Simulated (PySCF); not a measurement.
**CoF₂⁺ + 2 HCl → CoCl₂⁺ + 2 HF**

Level: PBE0 in the def2-TZVP basis family, all electrons, no relativity, computed in PySCF with density fitting; open shells unrestricted.

```tsv
species	state and structure	E (Eh)	ZPE (kJ/mol)	H(298 K) − H(0) (kJ/mol)	S° (J/(mol K))
CoF₂⁺	quintet, D∞h, Co–F 1.661 Å (×2)	-1581.78539	10.5	13.3	279.6
HCl	singlet, C∞v, H–Cl 1.279 Å	-460.66440	17.9	8.7	186.6
CoCl₂⁺	quintet, D∞h, Co–Cl 2.037 Å (×2)	-2302.39425	6.4	14.3	299.0
HF	singlet, C∞v, H–F 0.920 Å	-100.39188	24.9	8.7	173.6
```

Question: What is the electronic reaction energy?

Answer: At PBE0/def2-TZVP, ΔE = -167.6 kJ/mol from the differences of the total energies times 2625.5, downhill. 

Question: Add zero-point, thermal and entropy terms for 298.15 K and 1 bar.

Answer: ΔZPE = 9.9 and Δ[H(298) − H(0)] = 1.0 kJ/mol give ΔH° = -156.7 kJ/mol. ΔS° = -6.6 J/(mol K), so ΔG° = -156.7 − 298.15 × (-0.0066) = -155 kJ/mol.

Open d or f shells are single determinants, so the state found may not be the ground state. Only the bonding shown was studied: isomers, or loss of a ligand pair, can lie lower.
